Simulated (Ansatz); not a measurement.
## Energy profile

The step: C₂H₇Ga ([CH3][GaH][CH3]) → CH₃Ga ([CH2][GaH]) + CH₄; bonds formed: C2–H4; bonds broken: Ga1–C2, C3–H4 (atoms numbered as in the saddle structure below).

Ga1  (-1.245, 0.195, -0.059)
C2  (0.865, 0.919, 0.284)
C3  (-0.536, -1.515, -0.244)
H4  (0.452, -0.291, -0.304)
H5  (-2.066, 1.381, -0.636)
H6  (1.867, 0.533, 0.067)
H7  (0.767, 1.847, -0.282)
H8  (0.840, 1.129, 1.355)
H9  (0.058, -1.862, 0.603)
H10  (-1.003, -2.336, -0.785)
(Å)

Electronic energies by CCSD(T) at an estimated basis limit (MP2 extrapolated from triple and quadruple zeta, plus CCSD(T) − MP2 in triple zeta), on PBE0-D4/def2-TZVP structures; C₂H₇Ga, singlet; no counterpoise correction. Ansatz 0.2.0; basis: def2-TZVPP and def2-QZVPP; cores frozen in the correlated methods. Filled d shells of the heavier atoms are correlated. The def2 sets are not built for correlating such inner shells, so the correlated values are less sure here. Extrapolation: Hartree–Fock as exp(−7.88 √X), correlation as X^−2.97.

(1) Give the profile in kJ/mol, counted from the start structure. (An estimate is asked for; the value comes from the calculation.)

The T1 diagnostic stays at or below 0.017. The restricted Hartree–Fock reference is unstable towards an unrestricted one at one or more of these structures. The start structure is not quite a true minimum (one mode of 26i cm⁻¹).

Results:

(1) By the calculation:
```json
{"point": "start structure", "kJ/mol": "0.0"}
{"point": "saddle", "kJ/mol": "338.5"}
{"point": "end structure", "kJ/mol": "207.3"}
{"point": "separated: CH₃Ga (linked as [CH2][GaH]; Ga1, C3, H5, H9, H10; singlet) + CH₄ (C2, H4, H6, H7, H8; singlet)", "kJ/mol": "219.6"}
```

For scale, one of the runs: CCSD(T)/def2-TZVPP, 208 basis functions, launched by `ansatz run in.yaml --threads 4 --pin off --events-out ev --progress --plain --max-ram 9574MiB`. The run took 66 s on 4 CPU threads of an Arm Neoverse V2 (shared host), with 2.8 GiB of host memory at its peak.
